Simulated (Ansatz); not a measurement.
Pulling on the B1–H3 bond in BFHI (SMILES FBI) (multiplicity 1 held, fragments rigid). Energies count from the point at 1.186 Å.
Geometry at that point (charge 0, multiplicity 1):
```xyz
4

B     -0.245    -1.333     0.806
F      0.792    -1.744     1.497
H     -1.260    -1.946     0.818
I     -0.088     0.459    -0.346
```

R- and RO- levels are restricted; in cc, def2 and unpolarised 6-31G sets they are followed outwards from rest. U- levels take the lowest unrestricted solution at each point, which mixes spins at long bonds. Active spaces are followed from a long bond inwards. Levels need not reach the same state.

Frozen-core correlation. Filled d and f shells under p-block atoms count as core.

The values were computed with Ansatz (Gaussian basis) for Hartree–Fock, density functionals and correlated methods.  In def2 rows elements past Kr take small-core potentials, without spin–orbit coupling.

Energies in eV.

```tsv
R (Å)	R-PBE/def2-TZVPP	R-B3LYP/def2-TZVPP	R-CCSD(T)/def2-TZVPP	U-CCSD(T)/def2-TZVPP	FIC-MRCISD+Q on CASSCF(2,2)/def2-TZVPP
0.949	1.12	1.05	1.08	1.08	1.07
1.067	0.24	0.21	0.22	0.22	0.22
1.186	0.00	0.00	0.00	0.00	0.00
1.304	0.11	0.14	0.14	0.14	0.14
1.423	0.41	0.48	0.47	0.47	0.48
1.601	1.02	1.13	1.13	1.13	1.14
1.779	1.68	1.83	1.82	1.82	1.83
2.075	2.71	2.92	2.85	2.88	2.86
2.372	3.55	3.81	3.62	3.70	3.63
2.727	4.31	4.64	4.16	4.32	4.20
3.202	4.99	5.39	4.38	4.59	4.53
3.794	5.47	5.96	4.26	4.64	4.65
```

Doubts at one or more of the structures used: a restricted determinant that unrestricted orbitals would lower (R-PBE/def2-TZVPP, R-B3LYP/def2-TZVPP, R-CCSD(T)/def2-TZVPP); other coupled-cluster roots lie near (R-CCSD(T)/def2-TZVPP); T1 above 0.05 (R-CCSD(T)/def2-TZVPP, U-CCSD(T)/def2-TZVPP); a spin-contaminated determinant (U-CCSD(T)/def2-TZVPP).

Ansatz is a quantum-chemistry and plane-wave program.
